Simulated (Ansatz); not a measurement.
Spectroscopic constants of NbO, multiplicity 4 (the spin of the measured ground state). No spin–orbit coupling.

D_e counts from the fitted minimum to each atom's lowest state at the same level, without counterpoise.

Programs: Ansatz (a program for electronic structure). Values without a source in brackets are computed. In def2 rows elements past Kr take small-core potentials, without spin–orbit coupling.

Problem. Estimate the bond energy D_e that wB97X-V/def2-TZVPP returns for this input.

Solution. 179.2 kcal/mol

Problem. Estimate the bond energy D_e that B97M-V/def2-TZVPP returns for this input.

Solution. 172.4 kcal/mol

Problem. Give the bond energy D_e at the level SVWN5/def2-TZVPP.

Solution. 220.4 kcal/mol
